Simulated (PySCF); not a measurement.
C₇H₁₆, charge +1, doublet, at a GFN2-xTB geometry (a state made from the parent by changing its charge; the spin is typed, not shown lowest). Base run: B3LYP/def2-SV(P) (PySCF).

The PySCF input:
```python
from pyscf import gto, scf, dft

mol = gto.M(
    atom='''
C    -3.817867    0.298194   -0.088830
C    -2.541829   -0.420960    0.271541
C    -1.272285    0.298341   -0.132947
C     0.005191   -0.447274    0.233629
C     1.265309    0.302696   -0.180998
C     2.551554   -0.416911    0.166113
C     3.810775    0.312827   -0.230331
H    -4.685706   -0.270189    0.233268
H    -3.892165    0.464246   -1.165528
H    -3.861300    1.288537    0.368939
H    -2.532209   -0.615358    1.354119
H    -2.559007   -1.427623   -0.171195
H    -1.290361    0.483015   -1.213847
H    -1.259004    1.293900    0.326959
H    -0.002234   -1.434630   -0.238377
H     0.026124   -0.623684    1.313518
H     1.269717    1.295549    0.284831
H     1.238257    0.493613   -1.260649
H     2.555793   -1.416542   -0.292775
H     2.582868   -0.628191    1.245030
H     3.840499    0.503554   -1.305020
H     4.691863   -0.260298    0.043827
H     3.871773    1.292622    0.247845
''',
    basis='def2-sv(p)',
    charge=1,
    spin=1,
    verbose=3,
)

mf = dft.UKS(mol)
mf.xc = 'b3lyp'
mf.kernel()
```

Variants of this job, named by their change:

| change | ΔE vs base (µEh) | fitting functions |
|---|---|---|
| base | 0.0 | - |
| auxbasis = def2-svp-ri | -9459 | 560 |
| only_dfj = on; auxbasis = def2-universal-jfit | -298 | 519 |
| auxbasis = def2-tzvp-ri | -351 | 772 |
| auxbasis = cc-pvqz-jkfit | -49.2 | 1558 |
| auxbasis = even-tempered beta=1.6 | -203 | 1406 |
| auxbasis = even-tempered beta=2.0 | -490 | 959 |
| auxbasis = autoaux | -1339 | 921 |
| auxbasis = def2-universal-jfit | 297 | 519 |
| auxbasis = default (with mf = mf.density_fit()) | -103 | 813 |

A fitting set is made for a task (jfit for Coulomb, jkfit for Coulomb and exchange, ri for correlation) and for a family of orbital bases.

Open shells are given as the SCF converged; they aren't shown to be the lowest states, and a large step between rows can be another state.
